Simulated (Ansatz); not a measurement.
# A relaxation, step by step

SiO$_{2}$F (SMILES O=[Si]([O-])F) (charge -1), singlet, CAM-B3LYP-D4/def2-SVP (Ansatz 0.2.0). Settings:

```yaml
hamiltonian: {xc: {name: CAM-B3LYP}, dispersion: d4}
relax: {f_tol: 0.01, max_steps: 80, max_displacement: 0.2}
```

Start (the SMILES describes the start alone):

```
atom    x (Å)    y (Å)    z (Å)
  O1   0.9067   0.7923   1.1686
 Si2  -0.0183  -0.1549   0.1290
  O3  -0.1867  -1.6049  -0.3356
  F4  -0.6247   0.9134  -0.9535
```

| step | energy less the last (meV) | largest force component (eV/Å) |
| --- | --- | --- |
| 1 | 543.0 | 3.783 |
| 2 | 262.0 | 2.870 |
| 3 | 7.7 | 0.287 |
| 4 | 0.4 | 0.073 |
| 5 | 0.0 | 0.005 |

Step 2, positions (Å) and forces (eV/Å):

```tsv
atom	x	y	z	Fx	Fy	Fz
O1	0.852	0.747	1.211	-1.147	-2.115	-2.728
Si2	0.143	-0.121	0.024	0.251	1.531	2.870
O3	-0.232	-1.608	-0.269	0.612	0.835	-0.004
F4	-0.686	0.928	-0.958	0.285	-0.251	-0.138
```

Step 3, positions (Å) and forces (eV/Å):

```json
{"atom": "O1", "x": "0.859", "y": "0.713", "z": "1.162", "Fx": "-0.083", "Fy": "-0.287", "Fz": "-0.086"}
{"atom": "Si2", "x": "0.084", "y": "-0.103", "z": "0.099", "Fx": "-0.054", "Fy": "0.124", "Fz": "-0.145"}
{"atom": "O3", "x": "-0.200", "y": "-1.576", "z": "-0.282", "Fx": "0.141", "Fy": "0.142", "Fz": "0.220"}
{"atom": "F4", "x": "-0.667", "y": "0.913", "z": "-0.970", "Fx": "-0.004", "Fy": "0.021", "Fz": "0.011"}
```

Step 4, positions (Å) and forces (eV/Å):

| atom | x | y | z | Fx | Fy | Fz |
| --- | --- | --- | --- | --- | --- | --- |
| O1 | 0.859 | 0.695 | 1.163 | -0.051 | -0.073 | -0.063 |
| Si2 | 0.079 | -0.095 | 0.087 | 0.067 | -0.050 | 0.073 |
| O3 | -0.189 | -1.575 | -0.267 | 0.024 | 0.070 | 0.040 |
| F4 | -0.671 | 0.920 | -0.975 | -0.040 | 0.054 | -0.051 |

Last step (5):

O1  (0.859, 0.692, 1.163)
Si2  (0.079, -0.094, 0.086)
O3  (-0.188, -1.574, -0.264)
F4  (-0.673, 0.923, -0.977)
(Å)

The run took about 11 s on 2 CPU threads of an Intel Xeon (shared host).
